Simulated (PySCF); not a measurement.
Excitation energy of Pb by level of theory

Pb [Xe] 4f14 5d10 6s2 6p2 (3P) → Pb [Xe] 4f14 5d10 6s1 6p2 7s1 (5P), as a difference of total energies. Calculation: PySCF 2.14, in aug-cc-pVTZ-DK3; the spin-free X2C one-electron Hamiltonian (Gaussian nucleus). Correlated levels: valence: [Xe] 4f14 5d10 frozen. The calculations carry no spin-orbit coupling.

| method | excitation energy (eV) |
| --- | --- |
| UHF | 9.662 |
| LDA | 12.003 |
| PBE | 11.662 |
| PBE0 | 11.385 |
| r2SCAN | 11.523 |
| TPSS | 11.602 |
| BLYP | 11.970 |
| MP2 (valence) | 10.326 |
| SCS-MP2 (valence) | 10.589 |

How much does correlation contribute at MP2 (valence)?

10.326 − (9.662) = 0.664 eV, measured against UHF.

Spin-orbit coupling is strong in these open shells (close to jj coupling). The scalar numbers leave it out and a first-order estimate fails, so it can dominate the gap to the real levels.

The upper state lies above the first ionisation limit. A Rydberg-like electron needs more diffuse functions than a valence basis has.

The promoted electron is Rydberg-like, and one or two diffuse shells describe it only roughly, which tends to raise the upper state.
